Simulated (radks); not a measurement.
All-electron atom: Tm II in [Xe] 4f13 6s1. Calculated with a radial shooting solver on a logarithmic mesh with Libxc functionals: scalar-relativistic Kohn-Sham, RPBE, spin-polarised, spherical densities, point nucleus; open shells are filled with parallel spins first (spin-orbit coupling, left out, can overturn this in heavy ions).

X-ray form factor f0, the Fourier transform of the density (f0(0) = 68):

sin(theta)/lambda (1/angstrom)  f0 (electrons)
0.05                                    67.089
0.1                                     64.746
0.15                                    61.647
0.2                                     58.226
0.25                                    54.708
0.3                                     51.250
0.4                                     44.921
0.5                                     39.591
0.6                                     35.133
0.8                                     28.096
1                                       23.017
1.25                                    18.863
1.5                                     16.285
2                                       12.793
